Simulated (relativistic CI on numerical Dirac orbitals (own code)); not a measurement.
**Hyperfine structure of Os LIX, mass number 187**

Calculated at this level of theory: Dirac-Coulomb-Breit CI, KLI orbitals optimised for each configuration, model QED, unscaled Slater integrals (own radial code, finite nucleus).

CI space (outside the closed core [Ne]): 3s²3p⁶, 3s²3p⁵3d, 3s3p⁶3d, 3s²3p⁵4s, 3s²3p⁵4p, 3s²3p⁵4d, 3s3p⁶4s, 3s²3p⁵4f, 3p⁶3d², 3p⁵3d³, 3p⁵3d²4s, 3p⁵3d²4p, 3p⁵3d²4d, 3p⁶3d4s, 3p⁵3d4s², 3p⁵3d4s4p, 3p⁵3d4s4d. Double excitations out of closed p, d and f shells are left out; levels of such configurations are missing from the list, as are those of other unlisted configurations, and high levels can miss mixing partners. These lack a partner that the ground configuration has and come out too high: 3s²3p⁵4f.

Nuclear spin I = 1/2, μ = 0.06442 μN (tables of Stone and Pyykkö). The electronic factors are computed for point nuclear moments, without core polarisation or the Bohr-Weisskopf and QED corrections.

| Level | E (eV) | A (GHz) |
| --- | --- | --- |
| 3s²3p⁵3d ³P°1 | 257.521 | 20.82 |
| 3s²3p⁵3d ³F°3 | 261.598 | 22.58 |
| 3s²3p⁵3d ³D°2 | 266.033 | 22.61 |
| 3s²3p⁵3d ³F°4 | 342.718 | 14.92 |
| 3s²3p⁵3d ³D°3 | 360.277 | 13.02 |
| 3s²3p⁵3d ¹P°1 | 391.119 | -9.801 |
| 3s²3p⁵3d ³F°2 | 649.805 | 80.68 |
| 3s3p⁶3d ³D1 | 879.468 | -192.3 |

Levels with J = 0, under 50 % of one LS term, or S terms without an open s electron are left out. Small factors come from cancelling terms and can be off by tens of per cent or more.

At this charge energies of transitions that change n are usually good to better than 1 %, and those within a shell (Δn = 0) to a few per cent.

(1) Give the hyperfine levels of 3s²3p⁵3d ³F°2 relative to its centre of gravity.

## Answers

(1) With K = F(F + 1) − I(I + 1) − J(J + 1), E = AK/2: F = 3/2: -121, F = 5/2: 80.68 GHz.

LS names give the leading component of a level, which can be under half, so a name can repeat, a term be missing and a line seem to break the LS rules.
